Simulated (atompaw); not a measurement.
**u(r) = r·R(r): atom against pseudo-atom (Au)**

Columns: radius, all-electron u(r) and pseudo u(r) of the 5d shell (level -6.90 eV) of gold in the configuration [Kr] 4d10 4f14 5s2 5p6 5d10 6s1 6p0; PBEsol, scalar-relativistic, PAW (atompaw) scheme, atompaw 4.2.0.5.

```
r (bohr)  all-electron  pseudo
   0.092        0.2690  0.0005
   0.185        0.0360  0.0039
   0.277       -0.3227  0.0127
   0.369       -0.4051  0.0292
   0.462       -0.2584  0.0552
   0.554       -0.0172  0.0909
   0.646        0.2319  0.1365
   0.738        0.4466  0.1910
   0.831        0.6142  0.2533
   0.923        0.7310  0.3196
   1.015        0.8054  0.3875
   1.108        0.8459  0.4546
   1.200        0.8598  0.5160
   1.292        0.8545  0.5694
   1.385        0.8355  0.6126
   1.477        0.8076  0.6430
   1.569        0.7738  0.6600
   1.662        0.7363  0.6638
   1.754        0.6975  0.6553
   1.846        0.6582  0.6365
   1.938        0.6194  0.6100
   2.031        0.5812  0.5780
   2.123        0.5448  0.5441
   2.215        0.5099  0.5099
   2.308        0.4765  0.4765
   2.400        0.4452  0.4452
```

How many radial nodes do the two functions have?

The all-electron 5d function has n − l − 1 = 2; the pseudo-wave has 0, since the states of the same l below it are removed with the core.

Where does each function peak?

Outermost all-electron maximum near 1.20 bohr, pseudo maximum near 1.66 bohr (to the table’s step).

Is the pseudo-wave norm-conserving?

No, it belongs to a PAW set: the norm inside the radius is not constrained, and the difference is carried by the augmentation charge.
